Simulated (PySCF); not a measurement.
Vertical excitations of a molecule C2H5ClFNSi from TDDFT-PBE/def2-SVPD (PySCF), as energy in eV (oscillator strength): 4.83 (0.003), 5.87 (0.038), 5.98 (0.013), 6.44 (0.006), 6.51 (0.030), 6.81 (0.018), 7.04 (0.225), 7.18 (0.033), 7.37 (0.034), 7.53 (0.002). Lowest triplet (TDA): 4.26 eV. Geometry optimised at B3LYP-D3(BJ)/def2-SVP. The values are those of a single conformer.

Q: Which structure fits?
(A) F[Si]1(Cl)CNC1
(B) C=C[Si](N)(F)Cl
(C) FC/N=C/[SiH2]Cl
(D) C/C=N/[Si@@H](F)Cl

A: B, C=C[Si](N)(F)Cl
